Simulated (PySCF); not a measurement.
A structure optimised at PBE-D3(BJ)/def2-SVP, used in a PySCF frequency run:

```
Si
H 1 1.4993
C 1 1.8763 2 113.00
H 3 1.1073 1 110.37 2 180.00
H 3 1.1090 4 108.92 1 -120.48
H 3 1.1090 4 108.92 5 -119.05
I 1 2.4705 2 106.97 3 -120.63
I 1 2.4705 2 106.97 3 120.63
```
Charge 0, spin multiplicity 1.

Write its SMILES, formula and point group.

C[SiH](I)I, CH4I2Si, Cs

What are its rotational constants (standard atomic weights)?

2.8716, 0.47337, 0.41755 GHz
